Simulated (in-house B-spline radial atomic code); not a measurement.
Sr²⁺. Computed with a B-spline radial atomic code. Model: all-electron spherical atom, spin shells full or empty, radial basis limit, no spin-orbit coupling: exact exchange with a local potential (Slater, KLI or optimised effective potential, whose far tail is KLI's), no correlation.

Exchange potential has not reached -1/r at the last radius.

The run also made RPA and GW results, which its time includes.

The Slater potential averages the orbital exchange potentials with the orbital densities as weights, KLI adds orbital constants, and the optimised effective potential minimises the exact-exchange energy among local potentials. So their energies lie above Hartree-Fock in the order OEP, KLI, Slater. All fall off as −1/r, unlike LDA and GGA exchange.

Command:
```bash
python run_gw.py task.json out
```
Settings (nuclear radius in fm, other lengths in bohr, energies in hartree):
```
Z                      38
electrons              36
configuration          [Ar] 3d10 4s2 4p6
hamiltonian            x2c
method                 slater
lmax                   9
rms_radius             4.224
spin_polarised         False
box_radius             17.55
intervals              103
```

Cost of the run: 10 s on 1 thread of Arm Neoverse N1, with other jobs on the host.

Given: hamiltonian one-electron scalar X2C; mean-field start Slater potential.

Computed: energy above Hartree-Fock 303.76 millihartree.

```json
{"radius (bohr)": "0.00132", "r times exchange potential (hartree bohr)": "-0.055508"}
{"radius (bohr)": "0.00164", "r times exchange potential (hartree bohr)": "?"}
{"radius (bohr)": "0.00203", "r times exchange potential (hartree bohr)": "-0.085069"}
{"radius (bohr)": "0.00253", "r times exchange potential (hartree bohr)": "-0.1057"}
{"radius (bohr)": "0.00314", "r times exchange potential (hartree bohr)": "-0.13063"}
{"radius (bohr)": "0.00391", "r times exchange potential (hartree bohr)": "-0.16165"}
{"radius (bohr)": "0.00486", "r times exchange potential (hartree bohr)": "-0.19915"}
{"radius (bohr)": "0.00604", "r times exchange potential (hartree bohr)": "-0.24444"}
{"radius (bohr)": "0.00751", "r times exchange potential (hartree bohr)": "?"}
{"radius (bohr)": "0.00933", "r times exchange potential (hartree bohr)": "-0.36213"}
{"radius (bohr)": "0.0116", "r times exchange potential (hartree bohr)": "-0.43544"}
{"radius (bohr)": "0.0144", "r times exchange potential (hartree bohr)": "-0.5168"}
{"radius (bohr)": "0.0179", "r times exchange potential (hartree bohr)": "-0.60472"}
{"radius (bohr)": "0.0223", "r times exchange potential (hartree bohr)": "-0.69491"}
{"radius (bohr)": "0.0277", "r times exchange potential (hartree bohr)": "-0.77773"}
{"radius (bohr)": "0.0345", "r times exchange potential (hartree bohr)": "-0.84444"}
{"radius (bohr)": "0.0428", "r times exchange potential (hartree bohr)": "-0.88116"}
{"radius (bohr)": "0.0533", "r times exchange potential (hartree bohr)": "-0.88944"}
{"radius (bohr)": "0.0662", "r times exchange potential (hartree bohr)": "-0.90918"}
{"radius (bohr)": "0.0823", "r times exchange potential (hartree bohr)": "-0.99541"}
{"radius (bohr)": "0.102", "r times exchange potential (hartree bohr)": "-1.139"}
{"radius (bohr)": "0.127", "r times exchange potential (hartree bohr)": "-1.2914"}
{"radius (bohr)": "0.158", "r times exchange potential (hartree bohr)": "-1.3908"}
{"radius (bohr)": "0.197", "r times exchange potential (hartree bohr)": "-1.3897"}
{"radius (bohr)": "0.244", "r times exchange potential (hartree bohr)": "-1.3269"}
{"radius (bohr)": "0.304", "r times exchange potential (hartree bohr)": "-1.4042"}
{"radius (bohr)": "0.378", "r times exchange potential (hartree bohr)": "-1.6201"}
{"radius (bohr)": "0.47", "r times exchange potential (hartree bohr)": "-1.7961"}
{"radius (bohr)": "0.584", "r times exchange potential (hartree bohr)": "-1.8285"}
{"radius (bohr)": "0.726", "r times exchange potential (hartree bohr)": "-1.6799"}
{"radius (bohr)": "0.903", "r times exchange potential (hartree bohr)": "-1.4146"}
{"radius (bohr)": "1.12", "r times exchange potential (hartree bohr)": "-1.3523"}
{"radius (bohr)": "1.4", "r times exchange potential (hartree bohr)": "-1.4301"}
{"radius (bohr)": "1.73", "r times exchange potential (hartree bohr)": "-1.4541"}
{"radius (bohr)": "2.16", "r times exchange potential (hartree bohr)": "-1.3975"}
{"radius (bohr)": "2.68", "r times exchange potential (hartree bohr)": "-1.3016"}
{"radius (bohr)": "3.33", "r times exchange potential (hartree bohr)": "-1.2061"}
```

Problem. What belongs in the row 0.00164?

Solution. r times exchange potential (hartree bohr): -0.068867.

Problem. What belongs in the row 0.00751?

Solution. r times exchange potential (hartree bohr): -0.29864.

```json
{"occupied": "1s", "level (hartree)": "-591.95", "Hartree-Fock level (hartree)": "-595.75"}
{"occupied": "2s", "level (hartree)": "-81.859", "Hartree-Fock level (hartree)": "-83.607"}
{"occupied": "2p", "level (hartree)": "-73.234", "Hartree-Fock level (hartree)": "-74.149"}
{"occupied": "3s", "level (hartree)": "-13.701", "Hartree-Fock level (hartree)": "-14.451"}
{"occupied": "3p", "level (hartree)": "-10.856", "Hartree-Fock level (hartree)": "-11.301"}
{"occupied": "3d", "level (hartree)": "?", "Hartree-Fock level (hartree)": "?"}
{"occupied": "4s", "level (hartree)": "-2.354", "Hartree-Fock level (hartree)": "-2.4339"}
{"occupied": "4p", "level (hartree)": "-1.6609", "Hartree-Fock level (hartree)": "-1.5821"}
```

Problem. What belongs in the row 3d?

Solution. level (hartree): -6.0973; Hartree-Fock level (hartree): -6.0847.

| empty | level (hartree) |
| --- | --- |
| 4d | -0.75874 |
| 5s | -0.74122 |
| 5p | -0.57985 |

The highest level, 4p, differs from Hartree-Fock by -2.1 eV and the deepest, 1s, by +103 eV: the Slater potential lacks the response part and is deeper than the optimised one throughout, so the top level comes too deep.
